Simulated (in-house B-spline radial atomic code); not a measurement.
Orbital energies and mean radii along the 40-electron series, configuration [Kr] 4d4. The effective charge is n√(-2ε), a non-relativistic measure. Computed with a radial B-spline atomic code at the basis-set limit: Dirac-Hartree-Fock, average of the configuration, finite nuclei.

```
  ion   Z  energy of 3d5/2 (Eh)  mean radius of 3d5/2 (bohr)  energy of 4p1/2 (Eh)  mean radius of 4p1/2 (bohr)  energy of 3p3/2 (Eh)  mean radius of 3p3/2 (bohr)  energy of 4d3/2 (Eh)  mean radius of 4d3/2 (bohr)  effective charge of 3d5/2
  Nb+  41               -8.4189                      0.43308               -1.8941                       1.2915               -14.338                      0.44651              -0.49944                       2.0228                      12.31
 Mo2+  42               -9.8254                      0.41545               -2.5213                       1.2146               -16.019                      0.43138              -0.96849                       1.7069                     13.299
 Tc3+  43                     ?                            ?                     ?                            ?                     ?                            ?                     ?                            ?                          ?
 Ru4+  44               -13.082                      0.38429               -4.0706                       1.0822               -19.836                      0.40388               -2.1827                       1.3627                     15.345
 Rh5+  45                     ?                            ?                     ?                            ?                     ?                            ?                     ?                            ?                          ?
 Pd6+  46               -16.859                      0.35758               -5.9467                       0.9758               -24.185                      0.37954               -3.7118                       1.1599                      17.42
 Ag7+  47                -18.93                      0.34558               -6.9982                       0.9303               -26.548                      0.36839               -4.5859                        1.084                     18.459
 Cd8+  48               -21.121                      0.33438               -8.1232                      0.88899               -29.034                      0.35785               -5.5308                        1.019                     19.498
 In9+  49                     ?                            ?                     ?                            ?                     ?                            ?                     ?                            ?                          ?
Sn10+  50               -25.855                      0.31404                -10.59                      0.81677               -34.369                      0.33841               -7.6284                      0.91297                     21.573
Sb11+  51               -28.396                      0.30478               -11.932                        0.785               -37.215                      0.32943               -8.7795                       0.8688                     22.608
```

**Question.** Fill in the row of Tc3+.

**Answer.** energy of 3d5/2 (Eh): -11.385; mean radius of 3d5/2 (bohr): 0.39924; energy of 4p1/2 (Eh): -3.252; mean radius of 4p1/2 (bohr): 1.1448; energy of 3p3/2 (Eh): -17.857; mean radius of 3p3/2 (bohr): 0.4172; energy of 4d3/2 (Eh): -1.5335; mean radius of 4d3/2 (bohr): 1.507; effective charge of 3d5/2: 14.316.

**Question.** Fill in the row of Rh5+.

**Answer.** energy of 3d5/2 (Eh): -14.908; mean radius of 3d5/2 (bohr): 0.37045; energy of 4p1/2 (Eh): -4.9701; mean radius of 4p1/2 (bohr): 1.0262; energy of 3p3/2 (Eh): -21.947; mean radius of 3p3/2 (bohr): 0.39135; energy of 4d3/2 (Eh): -2.9099; mean radius of 4d3/2 (bohr): 1.2508; effective charge of 3d5/2: 16.381.

**Question.** Fill in the row of In9+.

**Answer.** energy of 3d5/2 (Eh): -23.43; mean radius of 3d5/2 (bohr): 0.32389; energy of 4p1/2 (Eh): -9.3207; mean radius of 4p1/2 (bohr): 0.85131; energy of 3p3/2 (Eh): -31.641; mean radius of 3p3/2 (bohr): 0.34787; energy of 4d3/2 (Eh): -6.5453; mean radius of 4d3/2 (bohr): 0.96263; effective charge of 3d5/2: 20.536.

**Question.** How does the screening of 3d5/2 change?

**Answer.** Z less the effective charge goes from 28.69 at Z = 41 to 28.39 at Z = 51.
